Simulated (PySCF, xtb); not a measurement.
C₆H₆O, SMILES C#C[C@@H]1CC=CO1.

xtb with GFN2-xTB at its own geometry gives an orbital gap of 4.79 eV and a dipole moment of 1.39 D.

The structure is a stationary point at B3LYP-D3(BJ)/def2-SVP. The structure was generated by enumeration; whether it is a known compound was not checked. One conformer was computed; it need not be the lowest.

What does M06-2X/def2-TZVP in PySCF give? (Estimate from the structure and the level; the computed values follow.)

gap 8.82 eV (levels -7.64 and 1.19 eV), dipole 1.31 D.
